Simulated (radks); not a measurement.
Values are calculated unless marked as measured or tabulated.
All-electron atom: Sr III in [Kr] (the NIST ground configuration).

Code: a radial shooting solver on a logarithmic mesh with Libxc functionals. Model: scalar-relativistic Kohn-Sham, B86b exchange with PBE correlation, spin-polarised, spherical densities, finite nucleus; Fermi nuclear charge, rms radius 4.224 fm.

Energy parts (hartree):
total: -3179.33269
kinetic: 3260.33180
electron-nucleus: -7637.74785
Hartree: 1303.20251
exchange-correlation: -105.11915

Orbitals (lengths in bohr, moments of r in powers of bohr):
orbital	occ.	eigenvalue (hartree)	<1/r>	<r^4>
1s	2	-586.2886	39.00	0.00001102
2s	2	-79.83537	8.704	0.002121
2p	6	-70.99509	8.497	0.001528
3s	2	-12.78628	2.918	0.1211
3p	6	-9.93286	2.763	0.1398
3d	10	-5.22242	2.508	0.1870
4s	2	-2.01219	0.9929	6.612
4p	6	-1.34285	0.8557	12.19

The highest occupied level is 4p at -36.541 eV. The electron density at the nucleus is 6.2e+04 e/bohr^3 (large components only).
